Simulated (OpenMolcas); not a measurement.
Pt2+ among 6 point charges of -1.1 e arranged as a trigonal antiprism (D3d), 2.09 Å from the ion, with a polar angle of 60.8° against the regular 54.74°.
```
   0.0000    1.8236    1.0210  -1.10
  -1.5793   -0.9118    1.0210  -1.10
   1.5793   -0.9118    1.0210  -1.10
   0.0000   -1.8236   -1.0210  -1.10
   1.5793    0.9118   -1.0210  -1.10
  -1.5793    0.9118   -1.0210  -1.10
```

```
Program             : OpenMolcas 26.06
Method              : SS-CASPT2, IPEA 0.25 Eh, imaginary shift 0.1 Eh (closed shells correlated: 5s 5p)
Basis               : ANO-RCC-VDZP [7s6p4d2f]
Scalar Hamiltonian  : DKH2, point nucleus
Active space        : 8 electrons in 5 orbitals (5d)
State averaging     : 2S+1 = 3 even, 10 roots; 2S+1 = 1 even, 15 roots
Spin-orbit coupling : state interaction with AMFI integrals over the reference wave functions
```

(1) What is the spin-free ground state (labels of D3, the rotations of D3d)?

(2) Where is the first state of the same spin?

(3) What are the lowest two levels with spin-orbit coupling?

(4) What is χT at 300 K, and how does it compare with the textbook value?

## Answers

(1) 3A2, 1-fold in its orbital part, 98 % from free-ion F terms; it has the highest spin that d8 allows.

(2) 3A1 at 5640 cm-1 above the ground state.

(3) A 2-fold level E with g = 0.00, 0.00, 7.40, then a 1-fold level A1 480 cm-1 above it. Their leading multiplicities are 3 (97 %) and 3 (96 %).

(4) The lowest level has 2S+1 = 3, for which the spin-only value is χT = S(S+1) / 2 = 1.000 cm3 K/mol (g = 2). The computed 2.406 at 300 K differs by +1.406, through orbital momentum, spin-orbit coupling and any other state in reach.

Roots that are degenerate in the reference are averaged as groups; the widest CASPT2 spread within a group is 61 cm-1 (the 2-fold group of multiplicity 3 near 7070 cm-1 above the lowest state of its run). Shifts and gaps below about the spread of the groups concerned are not significant. Spin-orbit coupling mixes the spin-free states strongly: the lowest level takes only 68 % from its leading state, 3A2. Real 4d8 and 5d8 ions are as a rule square planar and diamagnetic. Free-ion shares, where given, are those of the reference states; single-state CASPT2 does not remix them. This is an electrostatic model: the charges have no orbitals. No measured value stands beside these numbers.

With an even number of electrons the g values are those of a degenerate or nearly degenerate non-Kramers pair.
